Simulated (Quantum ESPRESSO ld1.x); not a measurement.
The potassium ion K4+, configuration [Ne] 3s2 3p3 (the NIST ground configuration). All-electron calculation, non-relativistic Kohn-Sham, LDA (Slater exchange, VWN5 correlation), spin-polarised, spherical densities, point nucleus; open shells are filled with parallel spins first. Program: ld1.x of Quantum ESPRESSO 7.5. Some entries of the table are withheld. Estimate them.

orbital,occ.,eigenvalue (hartree),<1/r> (bohr^-1),r(max) (bohr)
1s up,1,-130.849,18.50,0.053
1s down,1,-130.811,18.50,0.053
2s up,1,-15.1741,(1),0.321
2s down,1,-15.1341,(2),0.321
2p up,3,-12.6366,3.696,0.263
2p down,3,-12.5876,3.697,0.263
3s up,1,-3.33571,1.195,1.04
3s down,1,-3.16261,1.186,1.04
3p up,3,-2.69148,1.104,(3)
3p down,0,-2.52504,1.090,(4)

Answer. 
(1) 2s up <1/r> (bohr^-1): 3.762
(2) 2s down <1/r> (bohr^-1): 3.764
(3) 3p up r(max) (bohr): 1.07
(4) 3p down r(max) (bohr): 1.08
